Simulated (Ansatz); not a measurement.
`CB[SiH2]O`, 11 atoms. The species carries charge 0 and has multiplicity 1. All runs use 2 threads of an Arm Neoverse V2 on a shared host. Correlated methods freeze the cores.

Task: Give the basis size and wall time and peak host memory of each of these runs in Ansatz. RHF-MP2/def2-QZVPP energy; RKS PBE0-D4/def2-SVP energy; RHF-CCSD(T)/def2-TZVPP energy; RKS ωB97M-V/def2-QZVPP energy; RKS ωB97M-V/def2-TZVPP energy and forces; RKS PBE0-D4/def2-QZVPP energy; RKS PBE0-D4/def2-TZVP relaxation (11 steps); RKS ωB97M-V/def2-SVP energy; RHF-CCSD(T)/def2-SVP energy; RKS SPW92 (LDA)/def2-TZVPP energy; RKS PBE0-D4/def2-TZVP frequencies; RKS ωB97X-V/def2-TZVPP energy. (Best estimate.)

Result: The calculation gave: Other jobs shared the machine, so times are rough.

```tsv
level	job	functions	wall time	peak host memory (GiB)
RKS PBE0-D4/def2-SVP	energy	95	1.1 s	0.17
RKS SPW92 (LDA)/def2-TZVPP	energy	233	1.5 s	0.25
RHF-CCSD(T)/def2-SVP	energy	95	3.5 s	0.36
RKS ωB97M-V/def2-SVP	energy	95	5.5 s	0.26
RKS ωB97X-V/def2-TZVPP	energy	233	9.5 s	0.58
RKS PBE0-D4/def2-QZVPP	energy	451	11 s	1.2
RKS ωB97M-V/def2-TZVPP	energy and forces	233	13 s	0.7
RKS ωB97M-V/def2-QZVPP	energy	451	26 s	1.5
RHF-MP2/def2-QZVPP	energy	451	28 s	2.4
RKS PBE0-D4/def2-TZVP	relaxation (11 steps)	172	37 s	0.36
RKS PBE0-D4/def2-TZVP	frequencies	172	2.7 min	0.37
RHF-CCSD(T)/def2-TZVPP	energy	233	6.2 min	1.7
```
